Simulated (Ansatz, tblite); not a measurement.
Cost and result up the ladder for Cu6As⁻ (7 atoms). The state is a singlet with charge -1. Geometry: B3LYP-D4/def2-SVPD.

```xyz
7

As    0.526    0.967    1.895
Cu    1.173   -0.540   -0.133
Cu   -0.835   -1.845   -0.811
Cu    0.758    1.824   -0.340
Cu   -0.426   -1.213    1.537
Cu    0.013    0.331   -2.156
Cu   -1.207    0.476    0.008
```

Ansatz on 4 threads of Arm Neoverse N1 on a shared host; xTB runs through tblite on one thread. Times are rough, summed over both states, and most runs start from the orbitals of an earlier one. No level here is sound enough to serve as a yardstick. The other state is a doublet.

The xTB rows come from tblite. The structure comes from a short search, and lower isomers may exist.

Raw xTB energies of ions are shifted by several eV.

```csv
level,functions,wall time,vertical IE (eV),remarks
GFN2-xTB,63,0.04 s,5.51,–
GFN1-xTB,63,0.048 s,8.58,–
LDA (SPW92)/def2-SVP,218,19 s,1.99,"HOMO above zero (-1 singlet), restricted SCF unstable in HF (-1 singlet)"
PBE-D4/def2-SVP,218,37 s,1.74,"HOMO above zero (-1 singlet), restricted SCF unstable in HF (-1 singlet)"
```
